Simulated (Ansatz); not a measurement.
Reaction (isomerisation): `F[SiH2]C#[C][GeH3]` → `F[C]1=[CH][GeH]1[SiH3]`

Gas-phase electronic energies from Ansatz, PBE0-D4/def2-TZVP geometries. CCSD(T)/CBS adds triple-zeta CCSD(T) − MP2 to the extrapolated MP2 energy (def2 sets, frozen cores). DFT in def2-TZVPP. For Ge outer-core shells are correlated without core-valence functions, which leaves a few kJ/mol of doubt a bond. Scalar relativity is left out up to krypton.

(1) Is it downhill or uphill in electronic energy at CCSD(T)/CBS, and by how much? (Estimate.)

(2) What do these levels give: PBE-D4, r2SCAN-D4, PBE0-D4, B2PLYP, PBE0, HF/def2-TZVPP, MP2/def2-TZVPP, SCS-MP2/def2-TZVPP, HF/def2-QZVPP, MP2/def2-QZVPP, MP2/CBS(def2), CCSD/CBS(def2)? (An estimate is asked.)

Largest T1 diagnostic among the species: 0.014.

Answers

(1) The calculation gave: Uphill: ΔE = +68.3 kcal/mol.

(2) The calculation gave: PBE-D4 53.4, r2SCAN-D4 61.3, PBE0-D4 57.1, B2PLYP 69.3, PBE0 57.5, HF/def2-TZVPP 80.1, MP2/def2-TZVPP 72.1, SCS-MP2/def2-TZVPP 73.9, HF/def2-QZVPP 80.8, MP2/def2-QZVPP 72.1, MP2/CBS(def2) 71.7, CCSD/CBS(def2) 70.3 kcal/mol.

From PBE to PBE0 (25 % exact exchange), in def2-TZVPP and without D4, ΔE moves by +3.7 kcal/mol. In def2-TZVPP, CCSD(T) changes the Hartree–Fock value by −11.5 kcal/mol (the triples alone add −2.0 kcal/mol) and MP2 by −8.0 kcal/mol.
